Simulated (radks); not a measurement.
Al+, configuration [He] 2s2 2p5.5 3s2 3d0.5 (fractional occupations, a model configuration).

Method: Dirac Kohn-Sham, PBE, spin-unpolarised, spherical densities, point nucleus; open shells are shared between the two j in proportion to 2j + 1; computed with a radial shooting solver on a logarithmic mesh with Libxc functionals.

Energy parts (hartree):
total: -241.00556
kinetic: 241.56786
electron-nucleus: -569.36194
Hartree: 104.59869
exchange-correlation: -17.81017

Orbitals (lengths in bohr, moments of r in powers of bohr; <r^-3> diverges for s and p1/2; r(90%) holds 90 % of the orbital's charge):
| orbital | occ. | eigenvalue (hartree) | r(90%) | <r^2> | <r^-3> |
|---|---|---|---|---|---|
| 1s1/2 | 2 | -56.40549 | 0.215 | 0.01945 | - |
| 2s1/2 | 2 | -4.67896 | 0.972 | 0.4543 | - |
| 2p1/2 | 1.83333 | -3.28751 | 0.985 | 0.4332 | - |
| 2p3/2 | 3.66667 | -3.27050 | 0.988 | 0.4361 | 37.14 |
| 3s1/2 | 2 | -0.64681 | 3.33 | 5.676 | - |
| 3p1/2 | 0 | -0.41294 | 4.04 | 8.114 | - |
| 3p3/2 | 0 | -0.41182 | 4.05 | 8.147 | 2.477 |
| 4s1/2 | 0 | -0.17396 | 8.54 | 39.23 | - |
| 3d3/2 | 0.2 | -0.15387 | 6.95 | 22.50 | 0.06060 |
| 3d5/2 | 0.3 | -0.15386 | 6.95 | 22.50 | 0.06052 |

The highest occupied level is 3d5/2 at -4.187 eV. The configuration is held as typed, so some empty levels lie below it. The density falls to 0.001 e/bohr^3 at r = 4.07 bohr. Summed over all electrons, <r^2> = 25.94 bohr^2, which gives a Langevin (diamagnetic) susceptibility term of -20.5 x 10^-6 cm^3/mol.
